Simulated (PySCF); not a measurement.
# Stretching LaB

Set-up: La x2c-SVPall, B x2c-SVPall; spin-free X2C with a Gaussian nucleus (PySCF 2.14). Energies in eV from La (5d1 6s2) + B in their ground configurations at the same level. State: quintet, about 0.0 electrons in the 4f shell (Mulliken).

All columns are PBE0. A positive dipole means La(−)B(+).

```json
{"R (Å)": "2.012", "E (eV)": "-2.237", "μ (D)": "-2.69", "Mulliken charge on La (basis-dependent)": "0.24", "HOMO (eV)": "-3.87", "LUMO (eV)": "-2.38", "Mayer bond order": "2.08", "⟨S²⟩": "6.00"}
{"R (Å)": "2.106", "E (eV)": "-2.692", "μ (D)": "-3.19", "Mulliken charge on La (basis-dependent)": "0.26", "HOMO (eV)": "-3.96", "LUMO (eV)": "-2.18", "Mayer bond order": "2.02", "⟨S²⟩": "6.00"}
{"R (Å)": "2.200", "E (eV)": "-2.951", "μ (D)": "-3.63", "Mulliken charge on La (basis-dependent)": "0.28", "HOMO (eV)": "-4.03", "LUMO (eV)": "-2.03", "Mayer bond order": "1.97", "⟨S²⟩": "6.00"}
{"R (Å)": "2.270", "E (eV)": "-3.044", "μ (D)": "-3.93", "Mulliken charge on La (basis-dependent)": "0.29", "HOMO (eV)": "-4.08", "LUMO (eV)": "-2.01", "Mayer bond order": "1.94", "⟨S²⟩": "6.00"}
{"R (Å)": "2.340", "E (eV)": "-3.071", "μ (D)": "-4.19", "Mulliken charge on La (basis-dependent)": "0.29", "HOMO (eV)": "-4.12", "LUMO (eV)": "-2.05", "Mayer bond order": "1.91", "⟨S²⟩": "6.00"}
{"R (Å)": "2.410", "E (eV)": "-3.044", "μ (D)": "-4.41", "Mulliken charge on La (basis-dependent)": "0.29", "HOMO (eV)": "-4.15", "LUMO (eV)": "-2.09", "Mayer bond order": "1.89", "⟨S²⟩": "6.00"}
{"R (Å)": "2.504", "E (eV)": "-2.945", "μ (D)": "-4.65", "Mulliken charge on La (basis-dependent)": "0.28", "HOMO (eV)": "-4.18", "LUMO (eV)": "-2.13", "Mayer bond order": "1.86", "⟨S²⟩": "6.00"}
{"R (Å)": "2.621", "E (eV)": "-2.752", "μ (D)": "-4.86", "Mulliken charge on La (basis-dependent)": "0.26", "HOMO (eV)": "-4.20", "LUMO (eV)": "-2.16", "Mayer bond order": "1.82", "⟨S²⟩": "6.00"}
{"R (Å)": "2.761", "E (eV)": "-2.462", "μ (D)": "-4.99", "Mulliken charge on La (basis-dependent)": "0.24", "HOMO (eV)": "-4.20", "LUMO (eV)": "-2.20", "Mayer bond order": "1.77", "⟨S²⟩": "6.00"}
{"R (Å)": "2.948", "E (eV)": "-2.036", "μ (D)": "-4.96", "Mulliken charge on La (basis-dependent)": "0.22", "HOMO (eV)": "-4.17", "LUMO (eV)": "-2.21", "Mayer bond order": "1.67", "⟨S²⟩": "6.00"}
```

A fit through these points gives, at Re = 2.337 Å, μ = -4.18 D and dμ/dR = -3.45 D/Å; the reduced mass is 10.2 u.

Question: How strong is the fundamental in the double-harmonic approximation, I = 42.26·(dμ/dR)²/μred km/mol?

Answer: I = 42.26·(-3.45)²/10.2 = 49.3 km/mol at PBE0.

These are scalar-relativistic numbers at best; spin–orbit coupling would shift them, the dissociation energy most. The state is the lowest single determinant that the PBE0 search found; with open d or f shells the true ground state can be another one.
